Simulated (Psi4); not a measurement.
Approach curve of the dimer BF3 ··· Br2 (SMILES FB(F)F and BrBr). Monomers: optimised at B3LYP-D3(BJ) (def2-TZVP), held rigid. Orientation: lowest of the rigid-body minima from ten starts at GFN2-xTB. R is the distance of the centres of mass, along which the second monomer moves.

Method: SAPT0/jun-cc-pVDZ, frozen core run with Psi4 1.11.

Components in kcal/mol:

| R / Å | electrostatics | exchange | induction | dispersion | total |
|---|---|---|---|---|---|
| 3.30 | -4.32 | 11.62 | -0.45 | -2.79 | 4.06 |
| 3.47 | -2.50 | 6.85 | -0.26 | -2.10 | 2.00 |
| 3.68 | -1.24 | 3.54 | -0.13 | -1.48 | 0.68 |
| 3.86 | -0.66 | 1.99 | -0.07 | -1.11 | 0.15 |
| 4.10 | -0.27 | 0.92 | -0.03 | -0.76 | -0.14 |
| 4.24 | -0.14 | 0.58 | -0.02 | -0.62 | -0.20 |
| 4.56 | -0.01 | 0.20 | -0.01 | -0.39 | -0.21 |
| 4.85 | 0.03 | 0.07 | 0.00 | -0.26 | -0.16 |
| 5.38 | 0.04 | 0.01 | 0.00 | -0.13 | -0.08 |
| 6.03 | 0.03 | 0.00 | 0.00 | -0.06 | -0.03 |
| 7.04 | 0.02 | 0.00 | 0.00 | -0.02 | 0.00 |
| 8.37 | 0.01 | 0.00 | 0.00 | -0.01 | 0.00 |
